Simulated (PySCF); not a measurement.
Nonlinear optical response: `Brc1cnc2nsnc2n1`, C$_{4}$HBrN$_{4}$S

Geometry:
```csv
atom,x (Å),y (Å),z (Å)
Br1,3.292,1.250,0.381
C2,1.587,0.577,-0.063
C3,1.554,-0.565,-0.953
N4,0.441,-1.119,-1.332
C5,-0.685,-0.551,-0.835
N6,-1.919,-0.965,-1.098
S7,-2.908,0.027,-0.273
N8,-1.832,1.012,0.444
C9,-0.635,0.589,0.055
N10,0.541,1.145,0.432
H11,2.500,-0.978,-1.319
```

Level of theory: PySCF 2.14.0, quadratic response CAM-B3LYP/aug-cc-pVDZ first hyperpolarisability, Taylor convention, gas phase. Geometry: PBE0-D3(BJ)/def2-SVP.

The calculation is non-relativistic, which matters for the atoms heavier than Zn.

**Question.** Give β for the processes computed.

**Answer.** In au, Taylor convention; the vector part is βᵢ = ⅓ Σⱼ (βᵢⱼⱼ + βⱼᵢⱼ + βⱼⱼᵢ); β∥ is 3/5 of the vector part along the dipole, the dipole points from − to +:
```tsv
process	λ (nm)	β vector norm	β∥	β HRS	depolarisation ratio
static β(0;0,0)	∞	219.8	80.0	117.0	2.86
second harmonic β(−2ω;ω,ω)	1907	258.4	93.4	135.1	2.99
Pockels β(−ω;ω,0)	1907	231.7	84.1	–	–
second harmonic β(−2ω;ω,ω)	1064	388.6	138.2	195.0	3.29
Pockels β(−ω;ω,0)	1064	261.5	94.5	–	–
```

**Question.** Which lowest excitations, dipole and polarisabilities go with it?

**Answer.** S1 3.41 eV (f = 0.001); S2 4.23 eV (f = 0.370); S3 4.55 eV (f = 0.000); dipole 0.66 D; isotropic α 118.8 au static, 119.5 au at 1907 nm, 121.2 au at 1064 nm, 121.9 au at 953.5 nm, 130.5 au at 532 nm.
